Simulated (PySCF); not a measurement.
Work out the structure from these simulated measurements.

Formula: C5H8F4OSi.

* Dipole: 4.99 D [PBE0/pcSseg-1]
* NMR, other nuclei: isotropic shieldings of nuclei other than C and H, by class: 238 (1 O), 246 (3 F), 413 (1 F), 379 (1 Si) ppm [GIAO PBE0/pcSseg-1]
* 1H NMR: chemical shifts (computed TMS as zero) by class: 7.19 (1 H), 5.09 (3 H), 4.76 (2 H), 2.71 (2 H) ppm [GIAO PBE0/pcSseg-1]
* Rotational structure: rotational constants A, B, C: 1.204, 0.576, 0.442 GHz [GFN2-xTB]
* 13C NMR: chemical shifts (computed TMS as zero) by class: 153.2 (1 C), 134.1 (1 C), 124.1 (1 C), 87.6 (1 C), 30.1 (1 C) ppm [GIAO PBE0/pcSseg-1]

Electronic properties: PySCF, gas phase, density fitting. Levels stand in brackets. Geometry: GFN2-xTB, one conformer, isolated molecule. Each NMR value is the plain mean over a class of atoms that symmetry, rotation or inversion makes alike.

Problem. Propose a structure and show how it fits.

Solution. Numbering: `[F:1][CH2:2][CH2:3]/[C:4](=[CH:5]\[O:6][SiH3:7])[C:8]([F:9])([F:10])[F:11]`. Its formula, C5H8F4OSi, gives 1 degree of unsaturation: 0 rings and 1 π bond in the structure found. 5 carbons fall into 5 classes; from least to most shielded: vinylic carbon bearing oxygen [C5] (153.2 ppm), CF3 carbon [C8] (134.1 ppm), fully substituted alkene carbon [C4] (124.1 ppm), sp3 C–F carbon [C2] (87.6 ppm), allylic carbon [C3] (30.1 ppm). Hydrogen classes from least to most shielded: 1 H on a vinylic carbon bearing oxygen, C5 (7.19 ppm), 3 H on an oxygen-bound silicon, Si7 (5.09 ppm), 2 H on an sp3 C–F carbon, C2 (4.76 ppm), 2 H on an allylic carbon, C3 (2.71 ppm). The other shieldings belong to: 238 ppm, silyl ether oxygen [O6]; 246 ppm, fluorine of a CF3 group [F9/F10/F11]; 413 ppm, alkyl fluorine [F1]; 379 ppm, oxygen-bound silicon [Si7]. The optimised geometry has point group C1 and is an asymmetric top. Structure: `FCC/C(=C\O[SiH3])C(F)(F)F`. The assignments are read from this structure; whether some other isomer fits the data as well wasn't checked.

The values belong to the conformer `[F:1][CH2:2][CH2:3]/[C:4](=[CH:5]\[O:6][SiH3:7])[C:8]([F:9])([F:10])[F:11]`: F1–C2–C3–C4 68°, C2–C3–C4–C5 83°, C4–C5–O6–Si7 172°, C3–C4–C8–F9 -26°.
